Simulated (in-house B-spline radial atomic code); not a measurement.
## Sc⁺: [Ar] 3d1 4s1

Level of theory: non-relativistic PBE, spin-polarised, spherical fractional occupations, point nucleus; calculated with an all-electron radial atomic-structure program (B-spline basis).

Z_r = [3n² - l(l+1)]/(2<r>); Z_e = n√(-2ε); the last column is Slater's effective charge. Values are occupation-weighted means over spin.

```csv
shell,electrons,ε (eV),<r> (bohr),Z_r,Z_e,Slater
1s,2,-4377.8,0.0736,20.38,17.94,20.70
2s,2,-476.46,0.346,17.34,11.84,16.85
2p,6,-394.64,0.3086,16.20,10.77,16.85
3s,2,-61.315,1.081,12.48,6.37,9.75
3p,6,-40.49,1.169,10.69,5.18,9.75
3d,1,-10.563,1.693,6.20,2.64,3.00
4s,1,-10.171,3.338,7.19,3.46,3.35
```

The least bound orbital is 4s up at -10.17 eV, and it is also the most diffuse (<r> = 3.338 bohr).
